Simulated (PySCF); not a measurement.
# Electric field gradients and quadrupole coupling constants

Species: C6H4NP.
Atom-mapped SMILES: `[CH:1]#[C:2][c:3]1[cH:4][cH:5][n:6][cH:7][p:8]1` (hydrogens: H9 on C1; H10 on C4; H11 on C5; H12 on C7)

Geometry (GFN2-xTB, Å), atoms numbered from 1 in this order:
```
atom  x, y, z in Å
C1     2.9424   -0.4619   -1.2122
C2     1.8103   -0.3260   -0.8321
C3     0.4786   -0.1709   -0.3897
C4     0.2361    0.4434    0.8349
C5    -1.0416    0.6297    1.3354
N6    -2.1630    0.2615    0.7389
C7    -2.1563   -0.3348   -0.4258
P8    -0.7990   -0.7767   -1.4348
H9     3.9311   -0.5799   -1.5425
H10    1.0821    0.7870    1.4150
H11   -1.1772    1.1136    2.2948
H12   -3.1424   -0.5859   -0.8079
```

Field gradients from the PBE0/pcSseg-1 density (PySCF, non-relativistic), principal values in atomic units, ordered |Vxx| ≤ |Vyy| ≤ |Vzz|:

```json
{"atom": "N6", "Vxx": "0.3352", "Vyy": "0.8389", "Vzz": "-1.1741"}
```

Find the asymmetry η = (Vxx − Vyy)/Vzz and the couplings χ = eQV/h (234.96 MHz × Q in barn × V in au), with Q(14N) = 0.02044 b.

```json
{"atom": "N6", "environment": "pyridine-type nitrogen", "nucleus": "14N", "η": "0.43", "χzz (MHz)": "-5.64", "χxx (MHz)": "1.61", "χyy (MHz)": "4.03"}
```

The tensor is traceless: Vxx + Vyy + Vzz = 0.

What is Vzz at N6 in SI units (1 au = 9.71736 × 10²¹ V/m²)?

-1.1741 au = -11.409 × 10²¹ V/m².

What couplings would deuterons (Q(2H) = 0.00286 b) have in place of the hydrogens, at this geometry?

```
atom  bonded to  bond length (Å)  Vzz (au)     η  χzz (kHz)
  H9         C1            1.049    0.3949  0.00        265
 H10         C4            1.082    0.3182  0.07        214
 H11         C5            1.083    0.3151  0.06        212
 H12         C7            1.087    0.3103  0.06        209
```

Geometry: GFN2-xTB; no solvent, vibrations or thermal averaging. GFN2-xTB bond lengths can be off by several hundredths of an ångström, more for odd bonds, and the gradients follow them. With a basis this small, the couplings can be 20 % off.

The run behind these numbers computed NMR shieldings as well. Hardware: Arm Neoverse V1, one thread, no GPU, shared host with 32 logical CPUs at a one-minute load of 13. Cost: 21 s wall, 0.73 GiB resident at most.
